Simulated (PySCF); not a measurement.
SMILES Cl[SiH](Cl)[CH2][Ge]([Cl])([Cl])[Cl] (CH₃Cl₅GeSi) at its PBE0/def2-SVP optimised geometry (Å):

```
11

Si     0.7465    -0.8254    -0.8831
Cl     2.7737    -0.6161    -0.5816
Cl     0.1208    -2.6023    -0.0594
C     -0.1002     0.5889     0.0000
Ge    -2.0355     0.5889     0.0000
Cl    -2.8121    -0.3769    -1.7521
Cl    -2.8301    -0.4050     1.7175
Cl    -2.7737     2.6023     0.0000
H      0.4931    -0.8427    -2.3406
H      0.2190     0.5977     1.0552
H      0.2205     1.5411    -0.4553
```

Calculation: PySCF with PBE0/def2-TZVP. Cells within 0.4 Å of a nucleus heavier than hydrogen are left out (blank, or x).

Map of the LUMO amplitude (bohr^(-3/2)) on the plane z = 0.0 Å; orbital energy -1.55 eV, overall sign arbitrary:

```
|4444444444444444444444444444444|
|4444555555444444444444444444444|
|4445555555544444444444444444444|
|4455566665544444444444444444444|
|4455677765544444444444444444444|
|4455679865444444444444444444444|
|4455578754444444444444444444444|
|444444xx22344444444444444444444|
|444431xx01344444444444444444444|
|4444310013444444444544444444444|
|4444433445554434455554444444444|
|4444556788764323455555444444444|
|4445578974664113565555444444444|
|44456799xxx630xx766555444444444|
|44456799xx5630xx666654444444444|
|4445568987763213566654334444444|
|4444556777654323566654334444444|
|4444445566554334456544334555444|
|4444444455544434455544334555444|
|4444444444444444455544444555444|
|4444444444444444445444444454444|
|4444444444444444444444444444444|
|444444444444444xx44444444444444|
|444444444444455xx44444444444444|
|4444444444444444444444444444444|
|4444444444444444444444444444444|
|4444444444444444444444444444444|
|4444444444444444444444444444444|
|4444444444444444444444444444444|
|4444444444444444444444444444444|
|4444444444444444444444444444444|
```
Scale: ten equal steps from -0.117 (start of '0') to 0.139 (end of '9'), in the order '0123456789'; x runs from -5.00 to 5.00, y from -5.00 (bottom) to 5.00 (top).
